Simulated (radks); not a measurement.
Values are calculated unless marked as measured or tabulated.
Problem. The mean radii <r> (bohr) of the occupied orbitals of an atom or ion are listed with their occupations. Code: a radial shooting solver on a logarithmic mesh with Libxc functionals. Model: scalar-relativistic Kohn-Sham, PBE, spin-polarised, spherical densities, point nucleus.

orbital  occ.      <r>
1s up       1  0.02274
1s down     1  0.02274
2s up       1  0.09700
2s down     1  0.09700
2p up       3  0.08548
2p down     3  0.08547
3s up       1   0.2550
3s down     1   0.2548
3p up       3   0.2534
3p down     3   0.2532
3d up       5   0.2311
3d down     5   0.2309
4s up       1   0.5784
4s down     1   0.5783
4p up       3   0.6121
4p down     3   0.6120
4d up       5   0.6675
4d down     5   0.6680
5s up       1    1.382
5s down     1    1.396
5p up       3    1.610
5p down     3    1.629
4f up       5   0.9141
6s up       1    3.942
5d up       1    2.724
6p up       1    5.250

Name the element and its charge. Open shells, if any, are filled with parallel spins first.

Solution. Z = 62, samarium, charge 0: Sm in [Xe] 4f5 5d1 6s1 6p1. The 1s radius gives Z: for a bare nucleus <r> = (2 gamma + 1)/(2Z) with gamma = sqrt(1 - (Z/c)^2), 0.02245 bohr for Z = 62, and screening makes it slightly larger (0.02274 here). The occupations add up to 62, and the charge is Z minus that.
